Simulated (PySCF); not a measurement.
Ge(H)3(NH2) (GeH5N), SMILES [NH2][GeH3]. Atoms are numbered in the order given.

```xyz
7

Ge    -0.3610    -0.0023     0.0000
N      1.4793     0.1010     0.0000
H     -0.8477     0.7176     1.2663
H     -0.8477     0.7176    -1.2663
H     -0.9217    -1.4448     0.0000
H      1.9070    -0.3116     0.8181
H      1.9070    -0.3116    -0.8181
```

Coordinates come from a PBE0-D3(BJ)/def2-TZVP optimisation.

All values below come from TDA-CAM-B3LYP/def2-SVPD (PySCF 2.14.0).

Vertical excitations. Isolated molecule, no solvent. State labels are in the subgroup Cs.

```
state  symmetry  energy (eV)  λ (nm)      f                            main pairs
-----  --------  -----------  ------  -----  ------------------------------------
S1           A'         6.21     200  0.021                        HOMO→LUMO 85 %
S2           A'         7.24     171  0.056      HOMO→LUMO+1 81 %, HOMO→LUMO 13 %
S3           A"         7.72     161  0.001                      HOMO→LUMO+2 96 %
S4           A'         8.14     152  0.017    HOMO→LUMO+3 72 %, HOMO→LUMO+4 19 %
S5           A'         8.24     150  0.053    HOMO→LUMO+4 59 %, HOMO→LUMO+3 24 %
S6           A"         8.55     145  0.054  HOMO−1→LUMO 78 %, HOMO−1→LUMO+1 14 %
S7           A"         8.58     145  0.007                      HOMO→LUMO+5 84 %
S8           A'         8.82     141  0.051    HOMO−2→LUMO 75 %, HOMO→LUMO+4 14 %
S9           A"         9.03     137  0.146  HOMO−1→LUMO+1 82 %, HOMO−1→LUMO 16 %
S10          A'         9.32     133  0.130                    HOMO−2→LUMO+1 79 %
T1           A'         5.79     214      0      HOMO→LUMO 68 %, HOMO→LUMO+1 27 %
T2           A'         6.81     182      0      HOMO→LUMO+1 59 %, HOMO→LUMO 27 %
T3           A"         7.46     166      0                      HOMO→LUMO+2 91 %
T4           A'         7.74     160      0                      HOMO→LUMO+3 76 %
```
Triplets are in the Tamm–Dancoff approximation.
